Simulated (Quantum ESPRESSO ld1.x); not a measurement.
All-electron atom: W+ in [Xe] 4f14 5d3 6s1 6d1 (not the ground configuration). Method: Dirac Kohn-Sham, relativistic LDA (MacDonald-Vosko exchange, VWN5 correlation), spin-unpolarised, spherical densities, point nucleus; open shells fill j = l - 1/2 first; computed with ld1.x of Quantum ESPRESSO 7.5.

Unscreened Slater integrals over Kohn-Sham orbitals (cm^-1). Large and small components are both included. Empty in this configuration: 5d5/2.

integral,value
"F0(6d3/2,6d3/2)",32392
"F2(6d3/2,6d3/2)",17464
"F0(6d3/2,6s1/2)",40012
"G2(6d3/2,6s1/2)",4638.7
"F0(6d3/2,5d3/2)",41818
"F2(6d3/2,5d3/2)",8048.4
"G0(6d3/2,5d3/2)",2100.2
"G2(6d3/2,5d3/2)",2540.5
"F0(6d3/2,4f7/2)",44217
"F2(6d3/2,4f7/2)",2906.6
"G3(6d3/2,4f7/2)",840.03
"G5(6d3/2,4f7/2)",666.10
"F0(6d3/2,5d5/2)",41705
"F2(6d3/2,5d5/2)",8278.0
"G2(6d3/2,5d5/2)",2549.2
"G4(6d3/2,5d5/2)",2038.4
"F0(6s1/2,6s1/2)",70942
"F0(6s1/2,5d3/2)",82125
"G2(6s1/2,5d3/2)",22379
"F0(6s1/2,4f7/2)",92989
"G3(6s1/2,4f7/2)",3057.0
"F0(6s1/2,5d5/2)",81527
"G2(6s1/2,5d5/2)",23716
"F0(5d3/2,5d3/2)",109860
"F2(5d3/2,5d3/2)",56567
"F0(5d3/2,4f7/2)",142580
"F2(5d3/2,4f7/2)",33022
"G3(5d3/2,4f7/2)",11207
"G5(5d3/2,4f7/2)",8689.6
"F0(5d3/2,5d5/2)",108160
"F2(5d3/2,5d5/2)",55639
"G2(5d3/2,5d5/2)",55588
"G4(5d3/2,5d5/2)",36492
"F0(4f7/2,4f7/2)",331490
"F2(4f7/2,4f7/2)",159850
"F4(4f7/2,4f7/2)",100760
"F6(4f7/2,4f7/2)",72627
"F0(4f7/2,5d5/2)",138670
"F2(4f7/2,5d5/2)",31088
"F4(4f7/2,5d5/2)",14462
"G1(4f7/2,5d5/2)",11878
"G3(4f7/2,5d5/2)",10299
"G5(4f7/2,5d5/2)",8009.9
"F0(5d5/2,5d5/2)",106540
"F2(5d5/2,5d5/2)",54830
"F4(5d5/2,5d5/2)",35980
